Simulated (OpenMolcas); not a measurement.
An atom or ion with 5 electrons was computed by MS-CASPT2, IPEA 0.25 Eh, imaginary shift 0.1 Eh with spin-orbit coupling (OpenMolcas, ANO-RCC-VTZP, DKH2). The lowest levels that the run gave, each within 12 % of the measured value where one is at hand:

```tsv
J	Parity	E (cm-1)	g
1/2	odd	0.0	0.666
3/2	odd	158	1.334
1/2	even	55560	2.671
3/2	even	55610	1.735
5/2	even	55710	1.601
3/2	even	101170	0.800
5/2	even	101170	1.200
1/2	even	131480	2.002
1/2	even	148170	0.666
3/2	even	148280	1.334
3/2	odd	185640	2.002
3/2	odd	204140	0.800
```

**Question.** Which ion is it, and what are the configurations and terms?

**Answer.** N2+ (Z = 7, charge +2; active space 3 electrons in 4 orbitals (2s 2p)). J, parity and g give the terms where levels are pure, and mixed ones are named by the computed weights; the size of the splittings, set against known spectra of the 5-electron sequence, gives the charge. In order, with the measured energies in cm-1 (Moore, Selected Tables of Atomic Spectra, NSRDS-NBS 3, section 5): 2s2 2p 2P* 1/2, 2s2 2p 2P* 3/2 (174), 2s 2p2 4P 1/2, 2s 2p2 4P 3/2 (57247), 2s 2p2 4P 5/2 (57328), 2s 2p2 2D 3/2 (101031), 2s 2p2 2D 5/2 (101024), 2s 2p2 2S 1/2 (131004), 2s 2p2 2P 1/2 (145876), 2s 2p2 2P 3/2 (145986), 2p3 4S* 3/2 (186797), 2p3 2D* 3/2 (203089).

Term energies are means over components that CASPT2 splits; among the terms shown or strongly mixed into the levels shown the widest spread is 560 cm-1 (2p3 2D*). Computed and measured levels are paired by configuration, term and J; levels that our copy of the source lacks, or whose pairing is in doubt (as where it misses far off the trend of its configuration), stay unpaired and out of the deviations. Only configurations of the active space appear.

* marks odd parity.
